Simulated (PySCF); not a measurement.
**SmF3(H2O) at several levels of theory**

Computed with PySCF 2.14.0 (density fitting, no spin-orbit coupling) at the geometry relaxed with PBE0:

```xyz
7
SmF3(H2O) (singlet in the valence; each metal's 4f electrons, 5 of them, lie in its core potential, out of spins and levels)
Sm    0.0891   -0.0925    0.0925
F     1.1113    1.3704    1.1486
F    -1.3240   -1.1618    1.1618
F     1.1113   -1.1486   -1.3704
O    -1.3316    1.3477   -1.3477
H    -1.6659    2.2275   -1.1329
H    -1.6659    1.1329   -2.2275
```

```csv
level,basis,state,HOMO (eV),gap (eV),charge on Sm1 (e),population of f-type functions on Sm1 (polarisation alone where 4f lies in the core),dipole about the centre of mass (D),largest force component (eV/Å)
PBE0,"Sm lcecp-1-SVP with ECP51, F def2-SVP, O def2-SVP, H def2-SVP",singlet,-9.30,8.17,1.22,0.11,6.76,0.01
r2SCAN,the same,singlet,-7.79,6.57,1.18,0.10,6.69,0.11
PBE0,"Sm lcecp-1-TZVP with ECP51, F def2-TZVP, O def2-TZVP, H def2-TZVP",singlet,-9.51,8.11,1.64,0.13,6.76,0.23
```

In the lcecp rows the 4f levels are missing from HOMO and gap, and the state counts the valence alone.

Charges are Mulliken's, which hang on the basis. The relaxation used the grid (50, 194), these runs (75, 302) or, all-electron (x2c bases, spin-free X2C Hamiltonian), (99, 590).

Task: What does revPBE with Sm lcecp-1-SVP with ECP51, F def2-SVP, O def2-SVP, H def2-SVP give here?

Result: state singlet, HOMO (eV) -7.29, gap (eV) 5.43, charge on Sm1 (e) 1.01, population of f-type functions on Sm1 (polarisation alone where 4f lies in the core) 0.11, dipole about the centre of mass (D) 6.55, largest force component (eV/Å) 0.47. Time: 5.4 s on 2 threads of Arm Neoverse V1, on a shared host, from an already converged density.

In the first row's basis the gap widens with exact exchange: 5.4 to 6.6 eV for revPBE, r2SCAN (none); 8.2 eV for PBE0 (a fixed share).

An lcecp potential fixes the number of 4f electrons, so in runs with it no electron can move into or out of that shell.
